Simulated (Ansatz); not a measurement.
`CS[Si]SC` and `CC[Si]SC` differ in one atom or group.

Ansatz, PBE0-D4/def2-TZVP geometries, multiplicity 1. Each molecule was computed in one conformer, which needn't be the lowest.

```csv
property,`CS[Si]SC`
"ideal-gas entropy at 298 K and 1 bar (rigid rotor, harmonic PBE0-D4/def2-TZVP) / J/(mol·K)",367
LUMO energy (PBE0/def2-TZVPP) / eV,-2.06
HOMO–LUMO gap (PBE0/def2-TZVPP) / eV,4.49
HOMO–LUMO gap (B3LYP/def2-TZVPP) / eV,4.16
HOMO–LUMO gap (ωB97M-V/def2-TZVPP) / eV,8.44
HOMO energy (ωB97M-V/def2-TZVPP) / eV,-8.58
```

Task: What does the change do to each property? (Estimate.)

Result: Computed: 
```tsv
property	`CC[Si]SC`	shift
ideal-gas entropy at 298 K and 1 bar (rigid rotor, harmonic PBE0-D4/def2-TZVP) / J/(mol·K)	368	1
LUMO energy (PBE0/def2-TZVPP) / eV	-1.90	0.16
HOMO–LUMO gap (PBE0/def2-TZVPP) / eV	4.36	-0.13
HOMO–LUMO gap (B3LYP/def2-TZVPP) / eV	4.03	-0.13
HOMO–LUMO gap (ωB97M-V/def2-TZVPP) / eV	8.35	-0.09
HOMO energy (ωB97M-V/def2-TZVPP) / eV	-8.34	0.24
```

With PBE0 the HOMO rises by 0.28 eV and the LUMO rises by 0.16 eV, so the gap narrows by about 0.12 eV. PBE moves the HOMO by 0.28 eV and ωB97M-V by 0.24 eV. The zero-point energy changes by 66.4 kJ/mol with +6 modes.

B3LYP here is the variant with VWN-RPA as its local correlation; programs differ in this.
